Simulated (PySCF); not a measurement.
Levels of La(38+) from EOM-EA-GCCSD

Reference: closed-shell La(39+), [Ar]; one electron is added. Calculated with PySCF 2.14, two-component X2C-1e with screened spin-orbit coupling, an even-tempered Gaussian basis (18 s from 2.8 bohr⁻², ratio 2.6; 14 p from 3.6 bohr⁻², ratio 2.6; 5 d from 3.7 bohr⁻², ratio 2.8; 3 f from 63 bohr⁻², ratio 2.8); frozen [Ne]; the 62 highest virtual spinors dropped; of the others 50 kept and the rest restored at second order. No Breit or QED terms. Binding energies in eV.

```csv
level,Koopmans,second order,EOM-CCSD
3d3/2,2670.3,2671.6,2671.3
3d5/2,2648.9,2650.1,2649.8
```

For comparison, the ionisation energy of La(38+) is 2674 ± 4 eV (theoretical estimate listed by NIST; NIST Atomic Spectra Database, ionization energies).

Only part of the computed levels is shown.
